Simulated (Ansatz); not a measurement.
Basis-set extrapolation for C$_{2}$H$_{8}$BN (PBE0-D4/def2-TZVP geometry, frozen core, the Gaussian-basis code of Ansatz). Multiplicity 1, RHF reference.

```
                      def2-TZVPP   def2-QZVPP
                 HF  -159.569331  -159.577057
    MP2 correlation    -0.684214    -0.727798
CCSD(T) correlation    -0.753951      not run
```

Energies in hartree. Use E(X) = E(∞) + A·exp(−7.88·√X) for Hartree–Fock and E(X) = E(∞) + B·X^(−2.97) for correlation, with X = 3 and 4, and add CCSD(T) minus MP2 of the smaller set to the MP2 limit.

Question: What is the CCSD(T) energy at the basis-set limit?

Answer: HF limit: -159.577057 + (-0.007726) × 0.13774 = -159.57812. MP2 limit: -0.727798 + (-0.043584) × 0.74074 = -0.76008. Higher-order term: -0.753951 − (-0.684214) = -0.06974. Total: -160.40794 hartree, 222.3 kJ/mol below CCSD(T)/def2-TZVPP.
